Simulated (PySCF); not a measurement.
WN: frontier orbitals

PBE0 at R = 1.656 Å; PySCF, scalar-relativistic core potentials, basis sets W cc-pVDZ-PP with ECP60, N cc-pVDZ. State: ²Δ (doublet), unpaired electrons δ ↑, a second solution, started from another occupation. Only the outer orbitals are listed, counted within each symmetry, core potentials removing the inner ones.

```tsv
spin	orbital	occ.	ε (eV)	on W (%)	main shells (%)
α	4σ	1	-20.25	27	72 N s, 14 W d
α	2π	1	-9.53	51	49 N p, 48 W d
α	2π	1	-9.53	51	49 N p, 48 W d
α	5σ	1	-9.31	40	48 N p, 36 W d, 11 N s
α	1δ	1	-7.54	100	100 W d
α	6σ	1	-6.76	93	77 W s, 12 W d
α	1δ	0	-4.02	100	100 W d
α	3π	0	-2.23	83	53 W p, 30 W d, 18 N p
α	3π	0	-2.23	83	53 W p, 30 W d, 18 N p
β	4σ	1	-20.51	26	73 N s, 13 W d
β	2π	1	-9.49	43	57 N p, 40 W d
β	2π	1	-9.49	43	57 N p, 40 W d
β	5σ	1	-9.25	36	53 N p, 31 W d, 11 N s
β	6σ	1	-6.15	97	80 W s, 13 W d
β	1δ	0	-3.68	100	100 W d
β	1δ	0	-3.02	100	100 W d
β	3π	0	-1.95	86	51 W p, 34 W d, 14 N p
```

Q: Which are the highest filled and the lowest empty level, where do they sit, and how wide is the gap?

A: Highest filled β 6σ at -6.15 eV (in %: 80 W s, 13 W d); lowest empty α 1δ at -4.02 eV (in %: 100 W d); the gap at PBE0 is 2.13 eV.

```
bond order (Mayer)                             : 3.33
⟨S²⟩                                           : 0.769
charge on W (Mulliken, basis-dependent)        : 0.03
charge on W (Löwdin, basis-dependent)          : 0.21
dipole moment (positive dipole means W(−)N(+)) : -2.74 D
```

Spin–orbit coupling is left out.
